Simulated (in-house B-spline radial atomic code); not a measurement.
## RPA and G0W0 on TPSS: Sr⁸⁺

Configuration [Ar] 3d10 4s2, mean-field start TPSS. Computed with an all-electron radial atomic-structure program (B-spline basis): all electrons, scalar-relativistic (spin-free one-electron X2C), finite nucleus, each spin shell either full or empty, empty states to l = 9 with an (l + 1/2)⁻⁴ tail; G0W0 by contour deformation at full frequency.

Command:
```bash
python run_gw.py task.json out
```
Settings (radii: box in bohr, nucleus in fm):
```
Z                        38
electrons                30
configuration            [Ar] 3d10 4s2
hamiltonian              x2c
method                   tpss,tpss
lmax                     9
rms_radius               4.224
spin_polarised           False
box_radius               7.7
intervals                66
ion_configuration        [Ar] 3d10 4s1
```

Cost of the run: 6.1 s on 1 thread of Arm Neoverse N1, on a shared host.

Energies (hartree):

```csv
term,value
mean-field total,-3160.75527
Hartree-Fock functional on these orbitals,-3159.19999
direct second order,-2.6225
second-order exchange,0.76691
SOSEX correction,0.71077
```

What is the RPA correlation energy, and what remains with SOSEX?

RPA gives -2.3316 hartree (-2.11 eV per electron); RPA + SOSEX gives -1.6209, and the second-order doubles -1.8556 hartree (no singles). SOSEX takes back 30 % of the RPA value.

Quasi-particle levels (eV):

```
level  occupied  mean field  Σx - vxc     Σc  QP weight     G0W0
   4s       yes     -150.37     -6.04      ?          ?        ?
   3d       yes     -255.78    -23.88   3.58      0.959  -276.08
   4p        no     -128.12      8.92  -1.98      0.968  -121.18
```

G0W0 = mean field + (Σx - vxc) + Σc, with Σc (partial-wave tail included) taken at the quasi-particle energy. Only the outer levels were computed. Levels of low weight are left out.

Where does G0W0 put 4s?

At -159.16 eV, with Σc = -2.75 eV and a quasi-particle weight of 0.970. The tabulated removal energy is 158.33 ± 0.25 eV (NIST, semi-empirical); the calculation leaves out spin-orbit coupling, Breit and QED terms, and what these don't explain is the method's own error.

What does it cost to remove one electron (to [Ar] 3d10 4s1) by differences of total energies, each species on its own start (correlation terms add to the Hartree-Fock functional)?

TPSS 158.56 eV, Hartree-Fock functional 156.01 eV, + RPA 158.95 eV, + RPA + SOSEX 158.27 eV, + second order 159.22 eV. Tabulated: 158.33 ± 0.25 eV (NIST, semi-empirical); the calculation leaves out spin-orbit coupling, Breit and QED terms, and what these don't explain is the method's own error.
